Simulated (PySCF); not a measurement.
The vertical singlet excitations below were computed for one of the candidates. The calculation used TDDFT CAM-B3LYP/def2-SVPD, vertical, gas phase, core orbitals frozen in the response (PySCF). Geometries: GFN2-xTB, one conformer each.

```
state  E (eV)       f  main configurations (H = HOMO, L = LUMO)
   S1    5.17  0.0006                                 H→L (85%)
   S2    6.15   0.020                  H→L+2 (42%), H→L+1 (40%)
   S3    6.34   0.016                H-1→L (68%), H-1→L+1 (18%)
   S4    6.55  0.0011     H→L+3 (30%), H→L+2 (25%), H→L+1 (16%)
   S5    6.72  0.0074     H→L+1 (20%), H→L+2 (16%), H→L+4 (13%)
   S6    6.84   0.133              H-1→L+2 (62%), H-1→L+1 (15%)
   S7    7.07   0.023   H-2→L (26%), H-1→L+1 (18%), H→L+5 (14%)
   S8    7.18   0.036      H→L+3 (25%), H→L+5 (12%), H→L+6 (9%)
```

Question: Which candidate is it? All have the formula C3H10OSSi2.
A. `[SiH3]S[SiH2][C@@H]1CCO1`
B. `C=COC[SiH2]S[SiH3]`
C. `C=CO[SiH2]SC[SiH3]`

Answer: C. Its S1, at 5.17 eV, is the lowest among the candidates; the nearest of the others has S1 at 5.88 eV. S1 is HOMO→LUMO (85%). Löwdin shares by element: HOMO sulfur 63%, silicon 13%, carbon 12% or more; LUMO silicon 28%, sulfur 26%, carbon 11% or more (atoms not listed hold the other 35%). At the same level the other candidates give, for their lowest levels:
- `[SiH3]S[SiH2][C@@H]1CCO1`: 5.88 eV (f 0.014); 6.20 eV (f 0.002); 6.50 eV (f 0.003); 6.52 eV (f 0.016); 6.84 eV (f 0.008); T1 5.53 eV; HOMO -8.24, LUMO 0.77 eV
- `C=COC[SiH2]S[SiH3]`: 5.99 eV (f 0.016); 6.41 eV (f 0.004); 6.68 eV (f 0.018); 6.72 eV (f 0.051); 7.00 eV (f 0.093); T1 4.50 eV; HOMO -8.45, LUMO 0.70 eV

Conformer computed: `[CH2:1]=[CH:2][O:3][SiH2:4][S:5][CH2:6][SiH3:7]`: C1–C2–O3–Si4 0°, C2–O3–Si4–S5 60°, O3–Si4–S5–C6 171°, Si4–S5–C6–Si7 90°.
Triplets come from the Tamm–Dancoff approximation.
